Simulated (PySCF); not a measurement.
Job file and geometry (Å, from GFN2-xTB) of an NMR shielding run on `B(OCC(=C)C)P`, C4H10BOP, PySCF, GIAO PBE0/pcSseg-1 NMR shielding, non-relativistic, gas phase; density fitting, a coarse starting grid and PySCF grid level 2 are the driver's defaults:

```
$ OMP_NUM_THREADS=1 python probes_run.py task.json out

{"job": {"kind": "nmr", "xc": "PBE0", "basis": "pcSseg-1"}, "charge": 0, "multiplicity": 1}
C     -1.340197    -0.996466     0.476422
C     -1.024346     0.235188     0.113852
C     -1.519920     1.458595     0.821990
C     -0.118338     0.531502    -1.057301
O      0.512069    -0.612524    -1.584706
B      1.653913    -1.104007    -1.140591
P      2.703493    -0.270452     0.246237
H     -0.967920    -1.855200    -0.055529
H     -1.986722    -1.190212     1.314921
H     -2.019666     2.127181     0.122295
H     -2.216245     1.190624     1.611138
H     -0.684429     2.002648     1.262013
H     -0.706213     0.976126    -1.870865
H      0.642726     1.263063    -0.741722
H      2.053659    -2.051097    -1.705762
H      1.720986    -0.268199     1.218116
H      3.290152    -1.424742     0.721535
```

Question: What does the program print?

Answer: 
```
coarse grid: 14344 points
cycle   1  E = -599.2605485961  dE =  7.578e-01  |g| = 6.049e-01  |ddm| = 3.567e+00
cycle   2  E = -599.1766969143  dE =  8.385e-02  |g| = 9.092e-01  |ddm| = 1.294e+00
cycle   3  E = -599.3337548993  dE = -1.571e-01  |g| = 1.191e-01  |ddm| = 8.771e-01
cycle   4  E = -599.3365894599  dE = -2.835e-03  |g| = 3.210e-02  |ddm| = 1.189e-01
cycle   5  E = -599.3368319286  dE = -2.425e-04  |g| = 5.910e-03  |ddm| = 3.262e-02
cycle   6  E = -599.3368403357  dE = -8.407e-06  |g| = 1.930e-03  |ddm| = 8.805e-03
final grid: 132896 points
cycle   7  E = -599.3902340801  dE = -4.192e-05  |g| = 1.092e-02  |ddm| = 3.612e-02
cycle   8  E = -599.3902096893  dE =  2.439e-05  |g| = 1.603e-02  |ddm| = 1.909e-02
cycle   9  E = -599.3902579597  dE = -4.827e-05  |g| = 1.816e-03  |ddm| = 1.201e-02
cycle  10  E = -599.3902587178  dE = -7.581e-07  |g| = 1.877e-04  |ddm| = 1.867e-03
cycle  11  E = -599.3902587255  dE = -7.707e-09  |g| = 9.025e-05  |ddm| = 2.988e-04
cycle  12  E = -599.3902587272  dE = -1.661e-09  |g| = 4.001e-05  |ddm| = 1.106e-04
cycle  13  E = -599.3902587276  dE = -4.036e-10  |g| = 6.575e-06  |ddm| = 3.975e-05
converged SCF energy = -599.3902587276

GIAO shielding tensors (ppm)
atom      isotropic    diamagn.    paramagn.     s11        s22        s33       span
  0 C       70.451     254.156    -183.705    -36.858     83.223    164.988    201.845
  1 C       36.055     264.794    -228.739    -85.572     39.739    153.999    239.571
  2 C      165.048     246.503     -81.456    150.849    155.816    188.477     37.628
  3 C      110.063     247.546    -137.483     86.399     95.333    148.458     62.059
  4 O      104.108     394.913    -290.805   -134.509     96.396    350.437    484.946
  5 B       45.315     196.563    -151.248    -13.235     48.935    100.245    113.480
  6 P      566.783     969.689    -402.905    524.854    544.092    631.405    106.551
  7 H       26.368      32.873      -6.505     23.322     25.054     30.728      7.405
  8 H       26.337      31.590      -5.253     23.501     25.464     30.047      6.545
  9 H       30.059      28.583       1.476     26.112     28.053     36.011      9.900
 10 H       29.688      29.564       0.124     25.663     28.248     35.153      9.491
 11 H       29.971      30.147      -0.176     25.799     29.045     35.069      9.270
 12 H       26.716      29.654      -2.938     22.738     26.882     30.529      7.791
 13 H       27.421      32.979      -5.558     24.084     28.102     30.077      5.994
 14 H       25.388      30.177      -4.789     23.251     24.099     28.815      5.565
 15 H       30.056      33.902      -3.846     24.065     29.705     36.397     12.332
 16 H       30.271      31.358      -1.086     25.759     26.997     38.058     12.299
```

Size and cost of the density-fitted run: 176 basis functions, 73 s wall time on 1 thread of an Intel Xeon, shared host; peak memory 0.8 GiB.
